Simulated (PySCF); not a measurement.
Si(H)3(OAc) (C2H6O2Si), SMILES CC(=O)O[SiH3].

Coordinates come from a r2SCAN-D4/def2-SVP optimisation.

These are PBE0/def2-TZVP (PySCF) values and carry that method's errors.

Symmetry labels are those of the subgroup Cs that the program uses (full group Cs).

Task: List the valence orbital energies around the gap with their symmetry. (The exact figures need the calculation; the answer reports its results.)

Result: 
```json
[
 {"orbital": "HOMO−7", "symmetry": "A'", "energy (eV)": "-13.29"},
 {"orbital": "HOMO−6", "symmetry": "A'", "energy (eV)": "-11.72"},
 {"orbital": "HOMO−5", "symmetry": "A\"", "energy (eV)": "-11.43"},
 {"orbital": "HOMO−4", "symmetry": "A'", "energy (eV)": "-10.54"},
 {"orbital": "HOMO−3", "symmetry": "A\"", "energy (eV)": "-10.05"},
 {"orbital": "HOMO−2", "symmetry": "A'", "energy (eV)": "-9.65"},
 {"orbital": "HOMO−1", "symmetry": "A\"", "energy (eV)": "-9.19"},
 {"orbital": "HOMO", "symmetry": "A'", "energy (eV)": "-8.25"},
 {"orbital": "LUMO", "symmetry": "A\"", "energy (eV)": "-0.09"},
 {"orbital": "LUMO+1", "symmetry": "A'", "energy (eV)": "0.13"},
 {"orbital": "LUMO+2", "symmetry": "A'", "energy (eV)": "1.55"},
 {"orbital": "LUMO+3", "symmetry": "A'", "energy (eV)": "1.69"}
]
```
